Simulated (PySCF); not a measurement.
# Relaxation of singlet [Rb3O]+

Method: PBE0/[O def2-TZVP, Rb def2-TZVP with ECP28], scalar-relativistic core potentials, density fitting, no spin–orbit coupling, PySCF. A (50,194) grid was used.

A hand-made trigonal planar start, of D3h symmetry, held to at least that symmetry:

```xyz
4
charge 1 multiplicity 1, angstrom
O     0.0000    0.0000    0.0000
Rb    2.6754    0.0000    0.0000
Rb   -1.3377    2.3170    0.0000
Rb   -1.3377   -2.3170    0.0000
```

(1) What does it relax to?

(2) How much energy is released, and in how many steps?

## Answers

(1) It ends at D3h with O–Rb 2.508 Å (×3), Rb–Rb 4.345 Å (×3); O–Rb–Rb 30.0° (×6), Rb–O–Rb 120.0° (×3), Rb–Rb–Rb 60.0° (×3) (after a last refinement on a finer grid). A frequency run shows a minimum. Other isomers or separated fragments may lie lower.

(2) 18.4 kJ/mol in 4 steps.

The relaxation took roughly 50 core-seconds on a shared host.
